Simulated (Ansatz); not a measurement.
A nudged elastic band was laid between two geometries of CH₇B₂N (11 atoms, charge 0, multiplicity 1).

Method: RKS PBE0/def2-SVP in Ansatz 0.2.0.

* movable images: 7
* climbing image: yes
* spring: 5.0 eV/Å²
* optimiser: quadratic models (default)
* start path: IDPP
* force threshold: 0.03 eV/Å
* iteration limit: 60
* end points: relaxed

First end point:

```xyz
11
Properties=species:S:1:pos:R:3
B -0.778 1.284 0.009
N -0.056 0.063 0.116
B 0.124 -0.560 1.386
C 0.517 -0.568 -1.071
H -0.913 1.798 -1.078
H -1.242 1.783 1.004
H 0.750 -1.595 1.448
H -0.346 -0.049 2.370
H 1.613 -0.630 -0.996
H 0.264 0.009 -1.970
H 0.133 -1.592 -1.197
```

Last end point:

```xyz
11
Properties=species:S:1:pos:R:3
B -0.780 1.283 0.009
N -0.056 0.063 0.117
B 0.126 -0.560 1.386
C 0.517 -0.568 -1.071
H -0.916 1.797 -1.078
H -1.243 1.782 1.004
H -0.345 -0.048 2.370
H 0.752 -1.594 1.447
H 1.613 -0.631 -0.995
H 0.265 0.010 -1.970
H 0.132 -1.591 -1.197
```

Problem. What changes between the two ends?

Solution. No bond is made or broken. The dihedral C4–N2–B3–H7 goes from 0 to -180°. The two ends are copies of one structure, up to a mirror image or an exchange of like atoms.

Problem. Give the energies along the band, and the barrier.

Solution. It converged. The highest image is number 4 of 0 to 8, 16.7 kcal/mol above the ends, which have the same energy within 2 meV. A vibrational analysis at the climbing image gives one clearly imaginary mode, 486i cm⁻¹: a first-order saddle point.

```
image  path coordinate (Å)  energy (kcal/mol)  dihedral C4–N2–B3–H7 (°)
    0                 0.00                0.0                         0
    1                 0.60                1.0                        14
    2                 1.19                5.7                        35
    3                 1.79               12.8                        60
    4                 2.39               16.7                        89
    5                 2.97               13.0                       118
    6                 3.56                6.1                       144
    7                 4.14                1.3                       165
    8                 4.72                0.0                      -180
```

Problem. What is the geometry of the highest image?

Solution. 
```xyz
11
Properties=species:S:1:pos:R:3
B -0.331 1.425 0.076
N -0.012 0.074 0.040
B 0.164 -0.491 1.380
C 0.144 -0.734 -1.149
H -0.512 2.052 -0.943
H -0.424 1.950 1.172
H 1.260 -0.497 1.901
H -0.779 -0.983 1.964
H 1.154 -1.173 -1.210
H -0.017 -0.113 -2.041
H -0.583 -1.565 -1.170
```

Problem. What are the harmonic wavenumbers there?

Solution. 486i, 103, 185, 304, 336, 552, 845, 889, 944, 970, 1039, 1083, 1143, 1190, 1240, 1331, 1429, 1457, 1464, 1500, 2525, 2551, 2630, 2642, 3033, 3108, 3165 cm⁻¹.

The run took 3 min on 1 thread of Intel(R) Xeon(R) Platinum 8488C (Sapphire Rapids), with other jobs on the host, peak memory 0.19 GiB.
